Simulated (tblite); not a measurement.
Run record: tight-binding relaxation, `[CH3][GeH2][GeH2][CH2]CCN`.

Computed with GFN2-xTB geometry optimisation, gas phase (tblite 0.8.0). Start geometry: from a force field or distance geometry. The command runs a driver script over a list of jobs; the input below is this job's line of settings and its coordinates in Å.

Command:
```bash
OMP_NUM_THREADS=1 python probes_run.py task.json out
```

Input:
```
{"job": {"kind": "relax", "xc": "GFN2-xTB", "basis": "xTB"}, "charge": 0, "multiplicity": 1}
C     -4.179000     0.755500    -0.199600
Ge    -2.837600    -0.477600     0.464100
Ge    -0.822900    -0.084700    -0.693800
C      0.779000    -0.403600     0.354400
C      1.891400    -0.167200    -0.635900
C      3.263000    -0.342800    -0.127000
N      3.611100     0.534800     0.974000
H     -4.427200     0.500400    -1.251700
H     -3.760000     1.769500    -0.167600
H     -5.097800     0.609900     0.393500
H     -3.345000    -1.919500     0.097000
H     -2.722300    -0.458800     2.006900
H     -0.668400    -0.944500    -1.966400
H     -0.733400     1.407900    -1.126700
H      0.874700     0.389400     1.159100
H      0.804700    -1.386600     0.846700
H      1.737600    -0.921300    -1.462200
H      1.704100     0.847600    -1.085000
H      3.507500    -1.404100     0.080700
H      3.975700    -0.059200    -0.956900
H      3.414300     1.512700     0.698800
H      3.020100     0.261700     1.795200
```

Output:
```
step      E/eV     max force
  0    -624.30154    2.474
  1    -624.52129    0.710
  2    -624.57755    0.435
  3    -624.63237    0.444
  4    -624.65713    0.439
  5    -624.67570    0.345
  6    -624.68968    0.381
  7    -624.70763    0.382
  8    -624.72379    0.433
  9    -624.73705    0.332
... (80 lines left out)
 90    -624.84372    0.023
 91    -624.84377    0.017
 92    -624.84382    0.016
 93    -624.84389    0.024
 94    -624.84396    0.026
 95    -624.84403    0.018
 96    -624.84408    0.015
 97    -624.84411    0.014
 98    -624.84414    0.012
 99    -624.84416    0.009
```

«max force» is the largest atomic force in eV/Å.

Problem. From which step on does the largest force stay under 0.1 eV/Å, and how much energy is left to gain from there?

Solution. From step 44 (0.089 eV/Å), 8.9 meV above the end.

In short: energy lowered by 12.5 kcal/mol over 99 steps; largest atomic force 0.009 eV/Å at the end.

Problem. Where do the atoms end?

Solution. 0.263 Å rms from the input after alignment:
```
atom  x, y, z in Å
C1    -4.3683    0.7108   -0.0998
Ge2   -2.8785   -0.4616    0.4345
Ge3   -0.8804   -0.0846   -0.8408
C4     0.8191   -0.3970    0.1310
C5     2.0407   -0.1301   -0.7387
C6     3.3641   -0.3865    0.0016
N7     3.6590    0.5246    1.0910
H8    -4.5994    0.5732   -1.1532
H9    -4.1040    1.7545    0.0521
H10   -5.2632    0.4965    0.4775
H11   -3.3336   -1.8987    0.3472
H12   -2.6241   -0.2701    1.9137
H13   -0.8477   -0.9120   -2.1059
H14   -0.8540    1.3320   -1.3782
H15    0.8355    0.2448    1.0154
H16    0.8414   -1.4290    0.4895
H17    2.0023   -0.7729   -1.6218
H18    2.0207    0.9072   -1.0878
H19    3.3592   -1.3999    0.4128
H20    4.1903   -0.3149   -0.7119
H21    3.6583    1.4824    0.7546
H22    2.9522    0.4509    1.8148
```

Time: 0.74 s of wall time. Hardware: one thread of an Arm Neoverse V2, shared host with 192 logical CPUs at a one-minute load of 83.
Labels such as C1 count atoms from 1, the log's own numbers from 0.
